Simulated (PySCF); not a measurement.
BrGeH5OSi.
Bonds: Si1–O2, O2–Ge3, Ge3–Br4. Hydrogens: H5, H6, H7 on Si1; H8, H9 on Ge3.

Torsions of this conformer, `[SiH3:1][O:2][GeH2:3][Br:4]`: Si1–O2–Ge3–Br4 -35°.

The closed-shell ground state was solved at several levels (PySCF, density fitting, gas phase). The structure is a single PBE0-D3(BJ)/def2-SVP conformer in the gas phase; no vibrational or solvent corrections. The calculation is non-relativistic and has no spin–orbit coupling, an omission that weighs most on bromine and germanium.

```json
{"level": "CAM-B3LYP/def2-SVPD", "basis functions": "166", "total energy (Eh)": "-5018.4840", "HOMO (eV)": "-9.74", "LUMO (eV)": "0.19", "gap (eV)": "9.93", "dipole (D)": "1.34"}
{"level": "PBE0/pcSseg-1", "basis functions": "148", "total energy (Eh)": "-5017.6934", "HOMO (eV)": "-8.42", "LUMO (eV)": "-0.40", "gap (eV)": "8.02", "dipole (D)": "1.27"}
```

**Question.** Estimate the row for KT2/pcSseg-2, a basis of 275 functions; the other rows only guide the guess.

**Answer.** Total energy -5041.0385 Eh, HOMO -7.22 eV, LUMO -1.59 eV, gap 5.63 eV, dipole 1.19 D.

**Question.** Over all these levels, which gives the widest orbital gap and which the narrowest?

**Answer.** CAM-B3LYP/def2-SVPD (range-separated hybrid) has the widest, 9.93 eV, and KT2/pcSseg-2 (GGA) the narrowest, 5.63 eV. Functional and basis both differ between the two, so the spread mixes both effects.

**Question.** How far do the dipole and the HOMO energy spread over the levels?

**Answer.** The dipole runs from 1.19 to 1.34 D (mean 1.27 D) and the HOMO from -9.74 to -7.22 eV.
